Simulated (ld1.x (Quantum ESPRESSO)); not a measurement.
u(r) = r·R(r): atom against pseudo-atom (C)

Columns: radius, all-electron u(r) and pseudo u(r) of the 2p shell (level -5.83 eV) of carbon in the configuration [He] 2s1 2p3; LDA (PZ), scalar-relativistic, PAW scheme, ld1.x (Quantum ESPRESSO) 7.5.

```
r (bohr)  all-electron  pseudo
   0.078        0.0311  0.0095
   0.155        0.0996  0.0370
   0.232        0.1831  0.0808
   0.310        0.2706  0.1389
   0.388        0.3538  0.2075
   0.465        0.4283  0.2814
   0.542        0.4936  0.3574
   0.620        0.5500  0.4325
   0.698        0.5966  0.5023
   0.775        0.6337  0.5630
   0.852        0.6625  0.6137
   0.930        0.6840  0.6538
   1.008        0.6987  0.6825
   1.085        0.7074  0.7003
   1.162        0.7109  0.7092
   1.240        0.7102  0.7106
   1.318        0.7057  0.7065
   1.395        0.6981  0.6986
   1.472        0.6881  0.6881
   1.550        0.6757  0.6757
   1.628        0.6617  0.6617
   1.705        0.6465  0.6465
   1.782        0.6303  0.6303
   1.860        0.6130  0.6130
   1.938        0.5952  0.5952
   2.015        0.5772  0.5772
```

Task: How many radial nodes do the two functions have?

Result: The all-electron 2p function has n − l − 1 = 0; the pseudo-wave has 0.

Task: At about which radius was the pseudo-wave matched?

Result: 1.55 bohr. The columns agree to 0.0005 from 1.40 bohr on; several derivatives are matched, so the curves merge somewhat inside the radius.

Task: Is the pseudo-wave norm-conserving?

Result: No, it belongs to a PAW set: the norm inside the radius is not constrained, and the difference is carried by the augmentation charge.
